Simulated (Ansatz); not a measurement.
GeH5Sb, SMILES `[GeH3][SbH2]` at its PBE0-D4/def2-TZVP geometry, where that method's forces vanish. Total charge 0; spin multiplicity 1. Sb takes the def2 core potential.

```xyz
7

Ge   -0.2606    0.0905    0.9241
Sb    1.1360    0.3532   -1.2775
H    -1.5285   -0.7529    0.7198
H     0.6188   -0.5783    1.9944
H    -0.6633    1.4867    1.4284
H     0.9732   -1.3129   -1.6191
H    -0.2756    0.7136   -2.1700
```

(1) What forces (eV/Å) does r2SCAN-D4/def2-TZVPP give on these atoms in the Gaussian-basis code of Ansatz? (Best estimate.)

Results:

(1) Ansatz gave: 
```
Ge1 -0.030 -0.009  0.037
Sb2  0.050  0.032  0.003
H3   0.049  0.037  0.023
H4  -0.048  0.033 -0.043
H5   0.016 -0.069 -0.015
H6  -0.019 -0.011 -0.003
H7  -0.018 -0.014 -0.002
```
